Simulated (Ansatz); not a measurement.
Stepwise reaction of `CC1=CC(C)=[O+][Al-]([Cl])([Cl])[O]1` with water, as a gas-phase model of exchange steps in deposition or etching. ΔE in kJ/mol.

Calculated with Ansatz (gas phase, PBE0-D4/def2-TZVP geometries, no zero-point term in ΔE). CBS: MP2 limit from def2 TZ/QZ plus the TZ coupled-cluster correction, frozen cores. This one scheme is used for every species. DFT in def2-TZVPP. B3LYP here is the variant with VWN-RPA as its local correlation; programs differ in this. Each species was taken in one conformer, which may not be the lowest.

| step | reaction | PBE-D4 | B3LYP-D4 | ωB97M-V | CCSD(T)/CBS |
| --- | --- | --- | --- | --- | --- |
| 1 | `CC1=CC(C)=[O+][Al-]([Cl])([Cl])[O]1` + H₂O → `CC1=CC(C)=[O+][Al-]([OH])([Cl])[O]1` + HCl | 39.4 | 35.9 | 38.0 | 40.5 |

Problem. Give the row of step 2, `CC1=CC(C)=[O+][Al-]([OH])([Cl])[O]1` + H₂O → `CC1=CC(C)=[O+][Al-]([OH])([OH])[O]1` + HCl. (Best estimate.)

Solution. Computed: 
```tsv
step	reaction	PBE-D4	B3LYP-D4	ωB97M-V	CCSD(T)/CBS
2	`CC1=CC(C)=[O+][Al-]([OH])([Cl])[O]1` + H₂O → `CC1=CC(C)=[O+][Al-]([OH])([OH])[O]1` + HCl	36.7	33.8	36.5	38.2
```

Problem. By hand: ΔE of the 2 steps together at CCSD(T)/CBS.

Solution. (40.5) + (38.2) = 78.7 kJ/mol, or 39.4 kJ/mol a step.

In ΔE the steps differ by no more than 2.3 kJ/mol. All are uphill at CCSD(T)/CBS. PBE-D4 differs from CCSD(T)/CBS by -1.5 to -1.1 kJ/mol a step. Only this route is followed, and other bonds may react first. Isolated molecules leave out the surface, adducts and barriers. Largest T1 diagnostic: 0.015.
